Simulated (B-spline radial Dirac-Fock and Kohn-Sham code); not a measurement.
## Energy-loss ionisation edge K (1s) of N

System: the N atom, [He] 2s2 2p3. These are calculated numbers from a radial atomic solver; the model is the first Born approximation with generalised oscillator strengths from a Dirac-Hartree-Slater potential (longitudinal and transverse terms; continuum final states only, so no white lines or fine structure). The edge is taken at 409.9 eV (tabulated value).

Partial cross sections σ(β, Δ) in barn, integrated over a window Δ above the edge and up to the collection semi-angle β, for parallel illumination:

| E₀ (kV) | β (mrad) | Δ = 25 eV | Δ = 50 eV | Δ = 100 eV | Δ = 200 eV | Δ = 300 eV |
| --- | --- | --- | --- | --- | --- | --- |
| 60 | 10 | 943 | 1690 | 2790 | 3990 | 4560 |
| 60 | 20 | 1490 | 2700 | 4530 | 6620 | 7690 |
| 60 | 50 | 2100 | 3850 | 6580 | 9940 | 11800 |
| 80 | 5 | 507 | 903 | 1470 | 2070 | 2340 |
| 80 | 10 | 921 | 1660 | 2750 | 3970 | 4570 |
| 100 | 5 | 529 | 945 | 1550 | 2200 | 2500 |
| 100 | 50 | 1590 | 2930 | 5050 | 7700 | 9210 |
| 100 | 100 | 1660 | 3070 | 5320 | 8240 | 10000 |
| 120 | 20 | 1180 | 2150 | 3640 | 5400 | 6330 |
| 200 | 5 | ? | ? | ? | ? | ? |
| 200 | 20 | 1000 | 1830 | 3110 | 4660 | 5510 |
| 300 | 10 | 753 | 1370 | 2320 | 3430 | 4030 |
| 300 | 20 | 899 | 1650 | 2820 | 4260 | 5060 |
| 300 | 50 | 969 | 1790 | 3100 | 4780 | 5780 |

Problem. Give the row for 200 kV and 5 mrad.

Solution. 556 b for 25 eV, 1000 b for 50 eV, 1670 b for 100 eV, 2420 b for 200 eV, 2790 b for 300 eV.
